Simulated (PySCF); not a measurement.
# Computed vibrations of [Pb(NH2)2]2+

[Pb(NH2)2]2+ (singlet). PySCF 2.14.0, RKS PBE0, Pb def2-SVP with ECP60, N def2-SVP, H def2-SVP; non-relativistic Hamiltonian with scalar-relativistic core potentials where named; density fitting; no spin-orbit coupling. Central differences of gradients.

```xyz
7

Pb    0.0000    0.0000   -0.0809
N     1.9982    0.0000    0.5703
H     2.4998   -0.8381    0.2139
H     2.4998    0.8381    0.2139
N    -1.9982    0.0000    0.5703
H    -2.4998    0.8381    0.2139
H    -2.4998   -0.8381    0.2139
```

Run from Python with OMP_NUM_THREADS=2. Where DIIS fails, smearing, a level shift and second-order steps follow.
It took 59 s on 2 threads of Intel(R) Xeon(R) Platinum 8259CL CPU @ 2.50GHz (Skylake/Cascade Lake) (shared host).

(1) What are the harmonic wavenumbers and infrared intensities?

(2) Is this a minimum?

Answers

(1) Modes are labelled in C2v; negative numbers are unstable modes, those under 60 cm⁻¹ near the noise; a finer grid moves soft modes by up to 10 cm⁻¹.
```
cm⁻¹  km/mol  symmetry
-167       –        a2
 106    18.8        a1
 209    84.5        b2
 420     0.7        a1
 501    18.2        b1
 825    33.8        b1
 869     0.0        a2
 933   300.1        a1
 944     4.2        b2
1475    92.7        b1
1498    18.6        a1
3330   946.8        b1
3346     8.5        a1
3442     0.0        a2
3446   380.6        b2
```

(2) No: 1 unstable; the lowest moves the atoms so:
```
Pb   0.00  0.00  0.00
N    0.00 -0.04  0.00
H    0.12  0.21 -0.44
H   -0.12  0.21  0.44
N    0.00  0.04  0.00
H   -0.12 -0.21 -0.44
H    0.12 -0.21  0.44
```
